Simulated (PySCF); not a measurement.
A run for PySCF: R-BP86/6-31G* on H2OSe (SMILES O[SeH]), a point of a torsion scan.

```python
from pyscf import gto, scf, dft, mp
from pyscf.data.elements import chemcore

mol = gto.M(
    atom='''
    O    -0.90299456    0.21031919    0.34658916
    Se    0.72688524    0.73445473   -0.23016307
    H    -1.26422395   -0.45777253   -0.24350018
    H     1.37124229   -0.57895090   -0.14347264
    ''',
    basis='6-31g*',
    cart=True,
    charge=0, spin=0, verbose=3, max_memory=1800)
mf = dft.RKS(mol, xc='b88,p86')
mf.conv_tol = 1e-8
mf.max_cycle = 100
mf.kernel()
if not mf.converged:
    mf = mf.newton().run(mf.mo_coeff, mf.mo_occ)
```

The log:

```
converged SCF energy = -2477.92087953176
```

The calculation finished and met its thresholds.

Cost: very roughly 8 core-seconds.
